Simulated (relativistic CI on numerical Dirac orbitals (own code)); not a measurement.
## Forbidden transitions in Zn⁴⁺

Computed by Dirac-Coulomb-Breit CI, separate exchange-only KLI orbitals for each configuration, a model potential for QED, valence Slater integrals scaled by 0.85, P86 correlation energy added to each configuration (own radial code, finite nucleus).

CI space (outside the closed core [Ne]): 3s²3p⁶3d⁸, 3s²3p⁶3d⁷4s, 3s²3p⁶3d⁷4p, 3s²3p⁵3d⁹, 3s²3p⁶3d⁷4d, 3s²3p⁶3d⁷5s, 3s²3p⁶3d⁷5p, 3s²3p⁶3d⁶4s², 3s²3p⁶3d⁷4f, 3s²3p⁶3d⁷5d, 3s²3p⁶3d⁶4s4p, 3s²3p⁶3d⁷5f, 3s²3p⁶3d⁷5g, 3s²3p⁴3d¹⁰, 3s3p⁶3d⁹, 3s²3p⁶3d⁶4p². Levels of other configurations are missing.

```csv
λ vac (Å),Lower,Upper,Type,A (s⁻¹),gf,Branching (%)
446.95,3s²3p⁶3d⁸ ³F4 [1],3s²3p⁶3d⁷4s ⁵P2 [19],E2,1.42e+02,2.13e-08,32.9
447.87,3s²3p⁶3d⁸ ³F4 [1],3s²3p⁶3d⁷4s ⁵P3 [18],E2,4.07e+01,8.57e-09,62.0
451.81,3s²3p⁶3d⁸ ³F3 [2],3s²3p⁶3d⁷4s ⁵P2 [19],E2,5.21e+01,7.98e-09,12.0
452.75,3s²3p⁶3d⁸ ³F3 [2],3s²3p⁶3d⁷4s ⁵P3 [18],E2,2.13e+01,4.58e-09,32.5
471.96,3s²3p⁶3d⁸ ³F4 [1],3s²3p⁶3d⁷4s ³F3 [16],E2,6.37e+03,1.49e-06,22.0
474.04,3s²3p⁶3d⁸ ³F3 [2],3s²3p⁶3d⁷4s ³F2 [17],E2,7.92e+03,1.33e-06,27.0
476.98,3s²3p⁶3d⁸ ³F4 [1],3s²3p⁶3d⁷4s ³F4 [15],E2,2.08e+04,6.40e-06,72.6
477.39,3s²3p⁶3d⁸ ³F3 [2],3s²3p⁶3d⁷4s ³F3 [16],E2,1.39e+04,3.33e-06,47.9
477.46,3s²3p⁶3d⁸ ³F2 [3],3s²3p⁶3d⁷4s ³F2 [17],E2,1.66e+04,2.83e-06,56.7
480.86,3s²3p⁶3d⁸ ³F2 [3],3s²3p⁶3d⁷4s ³F3 [16],E2,4.46e+03,1.08e-06,15.4
482.53,3s²3p⁶3d⁸ ³F3 [2],3s²3p⁶3d⁷4s ³F4 [15],E2,3.65e+03,1.15e-06,12.7
482.87,3s²3p⁶3d⁸ ¹D2 [4],3s²3p⁶3d⁷4s ⁵P2 [19],E2,4.51e+01,7.89e-09,10.4
491.53,3s²3p⁶3d⁸ ³P2 [5],3s²3p⁶3d⁷4s ⁵P1 [20],E2,1.30e+02,1.41e-08,45.5
493.60,3s²3p⁶3d⁸ ³P2 [5],3s²3p⁶3d⁷4s ⁵P2 [19],E2,5.84e+01,1.07e-08,13.5
494.92,3s²3p⁶3d⁸ ³P1 [6],3s²3p⁶3d⁷4s ⁵P2 [19],E2,9.41e+01,1.73e-08,21.8
495.53,3s²3p⁶3d⁸ ³F4 [1],3s²3p⁶3d⁷4s ⁵F4 [11],E2,2.10e+02,6.96e-08,81.5
495.84,3s²3p⁶3d⁸ ³P0 [7],3s²3p⁶3d⁷4s ⁵P2 [19],E2,3.30e+01,6.08e-09,7.6
498.24,3s²3p⁶3d⁸ ³F3 [2],3s²3p⁶3d⁷4s ⁵F3 [12],E2,1.16e+02,3.02e-08,69.0
499.63,3s²3p⁶3d⁸ ³F4 [1],3s²3p⁶3d⁷4s ⁵F5 [10],E2,3.65e+01,1.50e-08,92.8
499.65,3s²3p⁶3d⁸ ³F2 [3],3s²3p⁶3d⁷4s ⁵F2 [13],E2,6.98e+01,1.31e-08,77.1
502.02,3s²3p⁶3d⁸ ³F2 [3],3s²3p⁶3d⁷4s ⁵F3 [12],E2,1.30e+01,3.43e-09,7.7
518.11,3s²3p⁶3d⁸ ¹D2 [4],3s²3p⁶3d⁷4s ³F4 [15],E2,9.84e+02,3.56e-07,3.4
521.71,3s²3p⁶3d⁸ ³P1 [6],3s²3p⁶3d⁷4s ³F2 [17],E2,2.00e+03,4.09e-07,6.8
522.74,3s²3p⁶3d⁸ ³P0 [7],3s²3p⁶3d⁷4s ³F2 [17],E2,1.99e+03,4.08e-07,6.8
524.29,3s²3p⁶3d⁸ ³P2 [5],3s²3p⁶3d⁷4s ³F3 [16],E2,1.09e+03,3.14e-07,3.7
525.77,3s²3p⁶3d⁸ ³P1 [6],3s²3p⁶3d⁷4s ³F3 [16],E2,2.67e+03,7.74e-07,9.2
530.49,3s²3p⁶3d⁸ ³P2 [5],3s²3p⁶3d⁷4s ³F4 [15],E2,3.01e+03,1.14e-06,10.5
540.06,3s²3p⁶3d⁸ ¹D2 [4],3s²3p⁶3d⁷4s ⁵F4 [11],E2,1.10e+01,4.32e-09,4.3
551.18,3s²3p⁶3d⁸ ³P1 [6],3s²3p⁶3d⁷4s ⁵F3 [12],E2,2.55e+01,8.14e-09,15.2
553.53,3s²3p⁶3d⁸ ³P2 [5],3s²3p⁶3d⁷4s ⁵F4 [11],E2,3.17e+01,1.31e-08,12.3
```

Terms are leading LS components. Brackets give the number of a level in order of energy, since labels repeat. The list gives strong lines, with weight on those to low levels, among the lowest 200 of 2140 levels, so that lines to higher ones, which can be the strongest, are missing, and without 8 lines that miss the measured interval by over 7 %, start from a term whose rates miss tabulated ones by over 60 %, have gauges far apart or, lacking measured levels, span too small a gap for the errors found; lines with a level outside our table were not tested and can miss by more. Levels whose partners in the same complex of configurations lie outside the list can be far off, and so can their lines. Rates are taken at the computed energies, electric ones in the length gauge.

At this charge configurations can still be misplaced by up to about 7 % of their energy. 58 of the 63 excited levels that our extract of the measured tables holds in this range could be paired (the sources list more); they are missed by 933 cm⁻¹ on average and 7405 at most, and levels without a partner can miss by more.

(1) From the table, what is the radiative lifetime of 3s²3p⁶3d⁷4s ⁵P2?

Results:

(1) The listed rates from this level add up to about 4.25e+02 s⁻¹, 98 % of its decay; with all channels τ = 2.31e-03 s.

LS names give the leading component of a level, which can be under half, so a name can repeat, a term be missing and a line seem to break the LS rules.
